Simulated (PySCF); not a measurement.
Correlation energy of W⁺ (tungsten, charge +1)

[Xe] 4f14 5d4 6s1, high-spin 6D determinant. Computed with PySCF 2.14 in aug-cc-pVDZ-PP with ECP60MDF (5s5p4d2f, 54 functions), with a scalar-relativistic core potential. Frozen: 5s2 5p6; 5 electrons correlated.

MP2 pair energies summed by pair of shells (mhartree):

```tsv
pair	energy	share (%)
5d-5d	-24.89	62.4
5d-6s	-14.98	37.6
```

Total MP2 correlation energy: -39.87 mhartree.

Same-spin part -39.87 and opposite-spin part 0.00 mhartree; SCS-MP2 scales them by 1/3 and 6/5 to -13.29 mhartree.
